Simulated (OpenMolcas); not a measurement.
Computed levels of 4d⁶ in ions with 42 electrons, in cm-1 above ⁵D₄.

| Property | Result |
| --- | --- |
| Program | OpenMolcas |
| Method | MS-CASPT2, IPEA 0.25 Eh, imaginary shift 0.1 Eh |
| Basis | ANO-R2 |
| Scalar Hamiltonian | X2C, finite nucleus |
| Spin-orbit coupling | state interaction with AMFI integrals over the reference wave functions, term energies averaged over their components |

Active space for each ion: 6 electrons in 10 orbitals (4d 5d); closed shells correlated by CASPT2: 4s 4p.

```json
{"Level": "⁵D₃", "Rh3+": "1503", "Ag5+": "2510"}
{"Level": "⁵D₂", "Rh3+": "2350", "Ag5+": "3750"}
{"Level": "⁵D₁", "Rh3+": "2910", "Ag5+": "4670"}
{"Level": "⁵D₀", "Rh3+": "3180", "Ag5+": "5090"}
{"Level": "³P₂(1)", "Rh3+": "18080", "Ag5+": "21810"}
{"Level": "³H₆", "Rh3+": "18460", "Ag5+": "22560"}
{"Level": "³H₅", "Rh3+": "18710", "Ag5+": "22820"}
{"Level": "³F₃(1)", "Rh3+": "20560", "Ag5+": "25320"}
{"Level": "³F₂(1)", "Rh3+": "21210", "Ag5+": "26250"}
```

Question: Estimate ⁵D₀, ³P₂(1), ³H₆ for Pd4+ from its neighbours Rh3+ and Ag5+.

Answer: ⁵D₀ is fine structure, which grows about as the fourth power of a screened charge, so the fourth roots are averaged: ((3180^0.25 + 5090^0.25) / 2)^4 = 4051. The calculation gives 4120, so the estimate is off by -1.7 %.
³P₂(1) is another term, which grows about linearly with the charge: (18080 + 21810) / 2 = 19945. The calculation gives 19830, so the estimate is off by +0.6 %.
³H₆ is another term, which grows about linearly with the charge: (18460 + 22560) / 2 = 20510. The calculation gives 20410, so the estimate is off by +0.5 %.

Mixed levels, with the weight of the term that names them: Ag5+ ³H₅ (73 %), Ag5+ ³F₃(1) (74 %).

Term energies are means over components that CASPT2 splits; among the terms shown or strongly mixed into the levels shown the widest spread is 340 cm-1 (4d⁶ ³G, Pd4+). Active for correlation alone: 5d; no level in the range computed is led by a configuration that fills it, so any true level of that kind is missing. Levels of configurations outside the active space are missing.

A number in round brackets counts repeated terms of one configuration in the order of the reference energies.
